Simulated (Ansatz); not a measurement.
`C[Si](O)(F)F` + HI → `C[Si](F)(F)I` + H₂O at 700 K and 1 bar (ligand exchange at the Si–O bond).

Isolated molecules relaxed with PBE0-D4/def2-TZVP in Ansatz; ΔE leaves out vibrations. CCSD(T)/CBS is the MP2 limit (def2-TZVPP, def2-QZVPP) plus CCSD(T) − MP2 in def2-TZVPP, frozen cores. This one scheme is used for every species. Elements past krypton have def2 core potentials. For I outer-core shells are correlated without core-valence functions, which leaves a few kJ/mol of doubt a bond. One conformer a species, not always the lowest.

```
       species  CCSD(T)/CBS energy (Eh)  H − E (kJ/mol)  S (J/(mol·K))
`C[Si](O)(F)F`               -604.51944           223.5          443.0
            HI               -298.03592            34.6          231.7
`C[Si](F)(F)I`               -826.16288           185.1          458.3
           H₂O                -76.37941            80.5          218.4
```

H − E and S are ideal-gas, rigid-rotor, harmonic terms from PBE0-D4/def2-TZVP, for one conformer and one mirror image of each species. 1 Eh = 2625.50 kJ/mol, R = 8.31446 J/(mol·K).

**Question.** By hand: ΔE, ΔH, ΔS and ΔG.

**Answer.** ΔE = (-826.16288) + (-76.37941) − (-604.51944) − (-298.03592) = 0.01307 Eh = 34.3 kJ/mol. Δ(H − E) = 185.1 + 80.5 − 223.5 − 34.6 = 7.5, so ΔH = 41.8 kJ/mol. ΔS = 458.3 + 218.4 − 443.0 − 231.7 = 2.0 J/(mol·K). ΔG = 41.8 − 700 × (2.0)/1000 = 40.4 kJ/mol.

**Question.** By hand: the equilibrium constant, and the temperature at which ΔG would vanish if ΔH and ΔS stayed fixed.

**Answer.** log₁₀ K = −ΔG/(RT ln 10) = -3.0. ΔG = 0 at ΔH/ΔS = 20900 K, far beyond where these terms or the molecules hold.

The number of gas molecules stays the same, so ΔS is small and ΔH decides. A doubt of 5 kJ/mol in ΔE shifts log₁₀ K by 0.4 here. Other conformers and mirror images would add mixing entropy, several J/(mol·K) or more a flexible species. These are equilibria of isolated gas molecules and say nothing of rates. Largest T1 diagnostic: 0.011 (customary marks: 0.02 for closed shells, 0.045 for open ones).
